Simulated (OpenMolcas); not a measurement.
**3s2 3p along the 13-electron sequence**

```
Program             : OpenMolcas 26.06
Method              : CASSCF
Basis               : ANO-R2
Scalar Hamiltonian  : X2C, finite nucleus
Spin-orbit coupling : state interaction with AMFI integrals over the reference wave functions, term energies averaged over their components
```

Active space for each ion: 3 electrons in 4 orbitals (3s 3p).

Computed levels in cm-1 above 2P* 1/2:

| Level | P2+ | S3+ | Cl4+ | Ar5+ |
| --- | --- | --- | --- | --- |
| 2P* 3/2 | 496 | 851 | 1361 | 2058 |
| weight of 2P* in the lowest level (%) | 100 | 100 | 100 | 100 |

Measured, with the error of the calculation in %. Measured levels: P2+ from Martin, Zalubas and Musgrove, J. Phys. Chem. Ref. Data 14, 751 (1985); S3+ from NIST levels in Podobedova, Kelleher and Wiese, J. Phys. Chem. Ref. Data 38, 171 (2009); Ar5+ from Saloman, J. Phys. Chem. Ref. Data 39, 033101 (2010).

```
  Level          P2+          S3+         Ar5+
2P* 3/2  559 (-11.4)  951 (-10.5)  2208 (-6.8)
```

The fine-structure level 2P* 3/2 changes by a factor of 4.15 from P2+ to Ar5+. Its fourth root runs 4.72, 5.40, 6.07, 6.74, with steps per unit of Z of 0.68, 0.67, 0.66; equal steps would mean a (Z - σ)^4 law with constant σ.

Computed and measured levels are paired by configuration, term and J; levels that our copy of the source lacks, or whose pairing is in doubt (as where it misses far off the trend of its configuration), stay unpaired and out of the deviations. Levels of configurations outside the active space are missing.

* marks odd parity.
